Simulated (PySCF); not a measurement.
HISeZn. Atoms are numbered in the order given.

```xyz
4

Zn    -0.0098    -0.4166     0.0000
I      0.0027     2.0258     0.0000
Se    -0.0382    -2.7104     0.0000
H      1.4497    -2.7145     0.0000
```
Charge 0, spin multiplicity 1.

Coordinates come from a PBE-D3(BJ)/def2-SVP optimisation. The structure was generated by enumeration; whether it is a known compound was not checked. The def2 effective core potentials stand for the cores of I; spin–orbit coupling is left out. One conformer was computed; it need not be the lowest.

All values below come from PBE-D3(BJ)/def2-SVP (PySCF).

Frequencies are harmonic and unscaled.

Problem. Give all harmonic wavenumbers and intensities. (The exact figures need the calculation; the answer reports its results.)

Solution. 
| mode | ν (cm⁻¹) | IR (km/mol) | moving atoms (share of kinetic energy) |
|---|---|---|---|
| 1 | 65 | 4.0 | Zn 74 %, Se 15 %, I 9 % |
| 2 | 68 | 3.3 | Zn 75 %, Se 16 %, I 9 % |
| 3 | 169 | 1.3 | Se 51 %, I 46 % |
| 4 | 343 | 42.6 | Zn 74 %, Se 19 % |
| 5 | 556 | 1.0 | H 97 % |
| 6 | 2347 | 9.8 | H 99 % |
